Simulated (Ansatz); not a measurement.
Al₇P₈H₂₄⁺, a nanocrystal cut from zinc blende AlP (hydrogen-capped). The state is a triplet with charge 1. Geometry r2SCAN-D4/def2-SVP, that of the charge +1 singlet.

| atom | x (Å) | y (Å) | z (Å) |
| --- | --- | --- | --- |
| Al1 | -3.937 | 1.722 | -0.056 |
| Al2 | -0.666 | 2.024 | 2.881 |
| Al3 | -0.198 | 2.954 | -1.944 |
| Al4 | -0.590 | -0.687 | -0.184 |
| Al5 | 2.779 | 0.433 | -2.212 |
| Al6 | 2.342 | -0.458 | 2.626 |
| Al7 | 2.346 | -3.573 | -0.448 |
| P8 | -2.657 | 2.933 | -1.683 |
| P9 | -3.003 | 2.251 | 2.090 |
| P10 | -2.989 | -0.499 | -0.372 |
| P11 | -0.004 | -0.164 | 2.019 |
| P12 | 0.360 | 0.578 | -1.908 |
| P13 | -0.019 | -3.000 | -0.565 |
| P14 | 3.214 | -1.998 | -2.038 |
| P15 | 2.856 | -2.707 | 1.731 |
| H16 | -5.510 | 1.752 | -0.191 |
| H17 | -0.791 | 1.883 | 4.456 |
| H18 | 0.138 | 3.117 | 2.067 |
| H19 | 0.318 | 3.574 | -0.581 |
| H20 | 0.065 | 3.485 | -3.414 |
| H21 | 3.453 | 1.047 | -0.918 |
| H22 | 3.083 | 0.789 | -3.726 |
| H23 | 2.409 | -0.613 | 4.202 |
| H24 | 3.188 | 0.517 | 1.710 |
| H25 | 2.630 | -5.103 | -0.712 |
| H26 | -3.104 | 4.278 | -1.560 |
| H27 | -3.293 | 2.622 | -2.916 |
| H28 | -3.427 | 3.584 | 2.344 |
| H29 | -3.878 | 1.589 | 2.994 |
| H30 | -3.622 | -1.416 | 0.508 |
| H31 | -3.426 | -1.029 | -1.616 |
| H32 | -0.743 | -1.128 | 2.765 |
| H33 | -0.228 | 0.000 | -3.071 |
| H34 | -0.553 | -3.438 | -1.806 |
| H35 | -0.754 | -3.838 | 0.315 |
| H36 | 2.959 | -2.624 | -3.288 |
| H37 | 4.622 | -2.194 | -2.000 |
| H38 | 2.380 | -3.716 | 2.612 |
| H39 | 4.249 | -2.942 | 1.890 |

Single mean-field runs in def2-TZVP are fitted with def2-universal-jkfit. At PBE-D4/def2-TZVP the gap within one spin of the charge 1 triplet nearly closes, so an electron or hole may be smeared out by delocalisation error. At PBE0-D4/def2-TZVP a singlet of charge 1 lies 5.06 eV below the triplet at the same geometry.

Problem. Estimate the α-spin orbital energies around the gap (eV) in Ansatz with PBE-D4/def2-TZVP, PBE0-D4/def2-TZVP.

Solution. 
```tsv
orbital	PBE-D4/def2-TZVP	PBE0-D4/def2-TZVP
HOMO−5	-9.71	-10.86
HOMO−4	-9.66	-10.85
HOMO−3	-9.65	-10.70
HOMO−2	-9.57	-10.65
HOMO−1	-9.54	-10.55
HOMO	-5.15	-5.57
LUMO	-4.98	-4.43
LUMO+1	-4.96	-4.35
LUMO+2	-4.83	-4.14
LUMO+3	-4.70	-4.04
LUMO+4	-4.54	-3.81
LUMO+5	-4.51	-3.76
β HOMO	-9.47	-10.40
β LUMO	-9.48	-9.40
```
